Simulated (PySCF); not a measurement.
ClH2NTe, SMILES N[Te]Cl. Heavy atoms are numbered as in [Te:1]([Cl:2])[NH2:3]. Hydrogens are named by the atom that carries them.

Coordinates come from a r2SCAN-D4/def2-TZVP optimisation. The def2 effective core potentials stand for the cores of Te; spin–orbit coupling is left out. One conformer was computed; it need not be the lowest.

Level of theory: B3LYP/def2-TZVPD run with PySCF.

Mulliken values depend strongly on the basis, most of all with diffuse functions as here. ESP charges are fitted to the potential on shells at 1.4 to 2.0 van der Waals radii. Atomic charges (e), one atom of each kind:

```
atom      Mulliken  ESP fit
--------  --------  -------
Te1           0.45     0.25
Cl2          -0.32    -0.22
N3 (NH2)     -0.62    -0.69
H on N3       0.25     0.33
```
